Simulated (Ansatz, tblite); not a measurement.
Removing an electron: (BeTe)2 ring (Be₂Te₂). Charge 0, multiplicity 1. Geometry: PBE0-D4/def2-TZVP. Ansatz, gas phase; energy differences of separate SCF runs; the oxidised species was run as a doublet alone.

```xyz
4

Be    0.718    0.660    0.365
Te    1.395   -0.883   -1.147
Be   -0.718   -0.660   -0.365
Te   -1.395    0.883    1.147
```

In the def2 sets Te takes a core potential; there is no spin–orbit coupling. The xTB rows come from tblite. Correlated methods freeze 8 core orbitals; core or outer-core shells of Te are correlated, in sets that lack core-valence functions.

| level | −HOMO (eV) | vertical IE (eV) | −LUMO (eV) | HOMO–LUMO gap (eV) | remarks |
| --- | --- | --- | --- | --- | --- |
| GFN1-xTB | 8.64 | 11.80 | 7.59 | 1.05 | – |
| GFN2-xTB | 6.45 | 10.70 | 3.96 | 2.49 | – |
| HF/def2-TZVPP | – | 7.24 | – | – | spin-contaminated (⟨S²⟩ 0.92) (+1 doublet) |
| PBE-D4/def2-TZVP | 5.29 | 7.78 | 3.59 | 1.70 | – |
| r2SCAN-D4/def2-TZVP | 5.50 | 7.86 | 3.30 | 2.20 | – |
| PBE0-D4/def2-TZVP | 6.18 | 7.92 | 2.88 | 3.30 | – |
| CCSD/def2-TZVPP | – | 7.95 | – | – | spin-contaminated (⟨S²⟩ 0.92) (+1 doublet) |
| CCSD(T)/def2-TZVPP | – | 7.98 | – | – | spin-contaminated (⟨S²⟩ 0.92) (+1 doublet) |

Run but left out: MP2/def2-TZVPP (charge +1 doublet: ⟨S²⟩ 0.92, where a pure state has 0.75).  Raw xTB energy differences between charge states are shifted by several eV; the methods need an empirical correction for them.
